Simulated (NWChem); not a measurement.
Molecule: germanium monoxide (GeO, singlet); SMILES [Ge]=[O]

```xyz
2

Ge     0.0000     0.0000     0.3391
O      0.0000     0.0000    -1.2845
```
Atoms are numbered in this order, from 1.

Low-valent species are run as closed-shell singlets; no triplet was tried in these runs. All runs use the structure optimised with PBE0/def2-SVP.

Problem. List the 6 lowest vertical singlet excitations and the 6 lowest triplet ones from B3LYP/def2-SVP, TDA (NWChem).

Solution. 
```tsv
state	energy (eV)	oscillator strength	leading excitation (squared amplitude)
S1	4.74	0.000	HOMO−2 → LUMO (0.49)
S2	5.05	0.048	HOMO → LUMO (0.97)
S3	5.05	0.048	HOMO → LUMO+1 (0.97)
S4	5.06	0.000	HOMO−2 → LUMO+1 (0.50)
S5	5.06	0.000	HOMO−2 → LUMO (0.50)
S6	7.72	0.000	HOMO → LUMO+2 (0.56)
T1	3.81	spin-forbidden	HOMO−2 → LUMO+1 (0.49)
T2	3.95	spin-forbidden	HOMO → LUMO (0.99)
T3	3.95	spin-forbidden	HOMO → LUMO+1 (0.99)
T4	4.18	spin-forbidden	HOMO−2 → LUMO+1 (0.50)
T5	4.18	spin-forbidden	HOMO−2 → LUMO (0.50)
T6	4.74	spin-forbidden	HOMO−2 → LUMO (0.49)
```
